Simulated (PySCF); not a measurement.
C5H13BF2OSi.
Geometry (PBE0-D3(BJ)/def2-SVP, Å), atoms numbered from 1 in this order:
```
atom  x, y, z in Å
C1    -1.4516    1.0271    1.7534
Si2   -1.3505   -0.0625    0.2279
C3    -1.8503    0.9121   -1.2967
C4    -2.3871   -1.6026    0.4201
O5     0.2210   -0.6285    0.0444
C6     1.3607    0.1703   -0.0881
C7     2.5750   -0.7134   -0.2810
B8     3.9477    0.0167   -0.3809
F9     5.0640   -0.6499   -0.6138
F10    4.0749    1.3250   -0.2286
H11   -1.1062    0.4825    2.6465
H12   -0.8324    1.9320    1.6474
H13   -2.4878    1.3540    1.9355
H14   -2.8964    1.2499   -1.2194
H15   -1.2239    1.8081   -1.4317
H16   -1.7611    0.2947   -2.2044
H17   -2.2933   -2.2466   -0.4679
H18   -2.0584   -2.1844    1.2950
H19   -3.4516   -1.3540    0.5529
H20    1.2647    0.8623   -0.9487
H21    1.5030    0.8091    0.8057
H22    2.4442   -1.3470   -1.1758
H23    2.6415   -1.4325    0.5564
```

Computed, not measured: PBE0-D3(BJ)/def2-SVP geometry optimisation, gas phase (PySCF).

Masses are those of the commonest isotopes; rigid-rotor values at the optimised geometry. The values belong to one conformer with, in the numbering `[CH3:1][Si:2]([CH3:3])([CH3:4])[O:5][CH2:6][CH2:7][B:8]([F:9])[F:10]`, Si2–O5–C6–C7 -178°, O5–C6–C7–B8 -177°, C6–C7–B8–F9 -177°.

Question: What are A, B and C (GHz)?

Answer: Ia = 219.26, Ib = 1283.04, Ic = 1334.92 u·Å²; 505379 MHz·u·Å²/I gives 2305, 393.9 and 378.6 MHz, that is A = 2.3050, B = 0.3939, C = 0.3786 GHz.

Question: What kind of rotor is it?

Answer: A near-prolate asymmetric top: κ = (2 × 393.9 − 2305 − 378.6)/(2305 − 378.6) = -0.98.

Question: What does the inertial defect say?

Answer: Not planar: Δ = Ic − Ia − Ib = -167.37 u·Å². For a rigid frame Δ = −2 Σ m c², so Σ m c² = 83.69 u·Å² lies off the ab plane: 26.77 from hydrogen and 56.92 from heavier atoms. The atom farthest from that plane is 2.49 Å away.

Question: Which lines would a microwave search look for?

Answer: The dipole components are |μa| = 1.75 D, |μb| = 0.28 D, |μc| = 0.08 D. The squared components, which scale the intensities, stand as 1.00 : 0.03 : 0.00 (a : b : c). Some lines, for components of 0.1 D or more:

```
type  branch         J(Ka,Kc)   MHz  lower level (cm⁻¹)
   a       R  1(0,1) ← 0(0,0)   772               0.000
   a       R  2(1,2) ← 1(1,1)  1530               0.090
   a       R  2(0,2) ← 1(0,1)  1545               0.026
   a       R  2(1,1) ← 1(1,0)  1560               0.090
   b       Q  1(1,0) ← 1(0,1)  1926               0.026
   b       Q  2(1,1) ← 2(0,2)  1942               0.077
   b       R  1(1,1) ← 0(0,0)  2684               0.000
   b       R  2(1,2) ← 1(0,1)  3441               0.026
   b       Q  2(2,0) ← 2(1,1)  5733               0.142
   b       Q  2(2,1) ← 2(1,2)  5779               0.141
   b       R  2(2,1) ← 1(1,0)  7294               0.090
   b       R  2(2,0) ← 1(1,1)  7309               0.090
```

Not checked by PBE0-D3(BJ)/def2-SVP frequencies. Constants of a rigid frame at the computed geometry: no zero-point averaging, no centrifugal distortion. A rigid rotor knows nothing of internal rotation, which can split or shift real lines. Quadrupole hyperfine structure (11B) is left out.

The run took 6.6 min on one thread of an Arm Neoverse V1, shared host with 32 logical CPUs at a one-minute load of 23, and the process peaked at 1.0 GiB of memory. That covers the optimisation of the geometry.
